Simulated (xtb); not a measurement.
Input file for xtb: GFN2-xTB on CH4SSn (SMILES [CH3][Sn][SH]), a point of a torsion scan.

```
$ xtb mol.xyz --gfn 2 --sp --chrg 0 --uhf 0
7

C     -1.12149372    -0.04097160    -0.10161762
Sn     0.23460466     1.77088406     0.05187049
S      0.61492920     1.95563051    -2.35526694
H     -0.60345776    -0.88377789    -0.56473381
H     -2.00052994     0.17335864    -0.71349852
H     -1.47856805    -0.37587268     0.87290452
H     -0.11816544     0.93319939    -2.75693037
```

The head of its log:

```
[...]
           -------------------------------------------------
          |                Calculation Setup                |
           -------------------------------------------------



           -------------------------------------------------
          |                 G F N 2 - x T B                 |
           -------------------------------------------------

        Reference                      10.1021/acs.jctc.8b01176
      * Hamiltonian:
        H0-scaling (s, p, d)           1.850000    2.230000    2.230000
        zeta-weighting                 0.500000
      * Dispersion:
        s8                             2.700000
        a1                             0.520000
        a2                             5.000000
        s9                             5.000000
      * Repulsion:
        kExp                           1.500000    1.000000
        rExp                           1.000000
      * Coulomb:
        alpha                          2.000000
        third order                    shell-resolved
        anisotropic                    true
        a3                             3.000000
        a5                             4.000000
        cn-shift                       1.200000
        cn-exp                         4.000000
        max-rad                        5.000000


          ...................................................
          :                      SETUP                      :
          :.................................................:
          :  # basis functions                  28          :
          :  # atomic orbitals                  26          :
          :  # shells                           12          :
          :  # electrons                        18          :
          :  max. iterations                   250          :
          :  Hamiltonian                  GFN2-xTB          :
          :  restarted?                      false          :
          :  GBSA solvation                  false          :
          :  PC potential                    false          :
          :  electronic temp.          300.0000000     K    :
          :  accuracy                    1.0000000          :
          :  -> integral cutoff          0.2500000E+02      :
          :  -> integral neglect         0.1000000E-07      :
          :  -> SCF convergence          0.1000000E-05 Eh   :
          :  -> wf. convergence          0.1000000E-03 e    :
          :  Broyden damping             0.4000000          :
          :  net charge                          0          :
          :  unpaired electrons                  0          :
          ...................................................

 iter      E             dE          RMSdq      gap      omega  full diag
   1     -9.3199171 -0.931992E+01  0.211E+01    1.84       0.0  T
   2     -9.2317552  0.881619E-01  0.138E+01    5.29       1.0  T
```

Q: Give the final energy of this run.

A: -9.5670 hartree.
